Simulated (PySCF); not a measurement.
# Correlation energy of Ca²⁺ (calcium, charge +2)

[Ar], closed-shell 1S. All numbers are calculated (PySCF 2.14, no relativity, point nucleus, in pcseg-2). Frozen: [Ne] 3s2; 6 electrons correlated.

Total MP2 correlation energy: -130.31 mhartree.

Same-spin part -39.39 and opposite-spin part -90.92 mhartree; SCS-MP2 scales them by 1/3 and 6/5 to -122.24 mhartree.

```csv
level,correlation energy (mhartree)
CCSD,-146.71
(T),-0.87
CCSD(T),-147.58
```

Diagnostics: T1 = 0.0019, D1 = 0.0026, largest double amplitude 0.029.

Is a single reference adequate?

Yes: T1 lies below 0.03 and no double amplitude reaches 0.07.
